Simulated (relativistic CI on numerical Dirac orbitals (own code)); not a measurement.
**Cu3+ in a cubic cluster: 3p photoemission with charge transfer**

Computed with a charge-transfer multiplet model of a cubic metal-ligand cluster with up to 2 ligand holes, Slater and spin-orbit integrals from Dirac-Coulomb-Breit ions, Slater integrals scaled by 0.7. The parameters are those of a tetrahedral site (10Dq negative, t2 hopping the larger). The ground state mixes d8 with configurations of k ligand holes L, whose averages lie at kΔ + k(k − 1)U_dd/2; a core hole lowers each added d electron by U_cd. 300 K, Lorentzian 0.9 eV and Gaussian 0.8 eV FWHM.

Atomic integrals in eV (Slater integrals scaled, ζ unscaled), ground: F2dd 9.683, F4dd 6.042, zeta_d 0.110; with the core hole: F2dd 10.372, F4dd 6.504, zeta_d 0.118, zeta_core 1.767, F2cd 10.889, G1cd 13.374, G3cd 8.206.

Cluster parameters (eV): Δ = -0.6, U_dd = 8.5, U_cd = 10.3, 10Dq = -0.45, 10Dq(ligand) = 0, final-state hopping factor = 0.9.

```
                              Case   n_d    d8   d9L  d10L2     S
V(eg) = 1.05 eV, V(t2g) = -1.78 eV  8.51  0.51  0.47   0.02  1.00
V(eg) = 1.35 eV, V(t2g) = -2.29 eV  8.56  0.47  0.49   0.03  1.00
 V(eg) = 1.65 eV, V(t2g) = -2.8 eV  8.60  0.45  0.51   0.05  1.00
V(eg) = 1.95 eV, V(t2g) = -3.31 eV  8.63  0.43  0.51   0.06  1.00
V(eg) = 2.25 eV, V(t2g) = -3.82 eV  8.66  0.41  0.52   0.07  1.00
```

Weights, n_d and S are thermal averages at 300 K. Binding energies count from the first peak over 30 % of the highest in each spectrum, which can be another peak from case to case. The parameters are a model scan and need not match a compound or its usual spin state. Peaks in eV (height, largest 100):
- V(eg) = 1.05 eV, V(t2g) = -1.78 eV: 0.0 (100), 3.7 (33), 7.1 (59), 8.6 (44), 13.6 (51), 18.2 (22), 21.4 (8), 24.3 (10), 26.2 (17)
- V(eg) = 1.35 eV, V(t2g) = -2.29 eV: 0.0 (100), 7.8 (47), 14.2 (43), 19.2 (16), 22.3 (6), 25.2 (7), 27.1 (13)
- V(eg) = 1.65 eV, V(t2g) = -2.8 eV: 0.0 (100), 2.8 (45), 8.5 (39), 15.0 (38), 20.3 (12), 26.2 (5), 28.2 (9)
- V(eg) = 1.95 eV, V(t2g) = -3.31 eV: 0.0 (100), 3.0 (47), 9.3 (33), 15.8 (34), 17.8 (9), 21.4 (9), 29.3 (7)
- V(eg) = 2.25 eV, V(t2g) = -3.82 eV: 0.0 (100), 3.2 (47), 10.1 (28), 11.3 (24), 16.6 (30), 19.1 (6), 22.7 (7), 30.4 (6)

Curve for V(eg) = 1.95 eV, V(t2g) = -3.31 eV (points under 2 left out, the grid thinned):

(E (eV), Intensity): (-3.6, 3.1), (-2.8, 4.8), (-2.1, 8.1), (-1.3, 20.5), (-0.6, 62.8), (0.2, 97.3), (1.0, 64.1), (1.7, 56.5), (2.5, 44.9), (3.2, 45.9), (4.0, 32.5), (4.8, 17.3), (5.5, 13.8), (6.3, 11.2), (7.0, 12.4), (7.8, 15.0), (8.5, 22.0), (9.3, 32.6), (10.1, 29.1), (10.8, 26.3), (11.6, 22.1), (12.3, 14.1), (13.1, 9.0), (13.9, 11.3), (14.6, 15.8), (15.4, 29.1), (16.1, 29.2), (16.9, 11.4), (17.7, 9.4), (18.4, 8.1), (19.2, 5.6), (19.9, 3.6), (20.7, 5.1), (21.4, 8.7), (22.2, 4.7), (23.0, 2.3), (23.7, 2.4), (24.5, 3.0), (26.4, 2.0), (27.2, 3.9), (28.0, 3.0), (28.7, 4.9), (29.5, 6.8), (30.2, 3.7), (31.0, 2.0)

For the case V(eg) = 1.65 eV, V(t2g) = -2.8 eV, Δ = -0.6 eV is smaller than U_dd = 8.5 eV, the charge-transfer side of the Zaanen-Sawatzky-Allen scheme (negative Δ: between configuration averages a ligand hole costs less than the nominal valence; multiplet and field energies can change this for the lowest states). With the core hole the average of the configuration with one ligand hole lies at Δ − U_cd = -10.9 eV before mixing: it lies below the unscreened one, so the lowest final states are mostly screened and the unscreened weight appears at higher binding energy as a satellite.
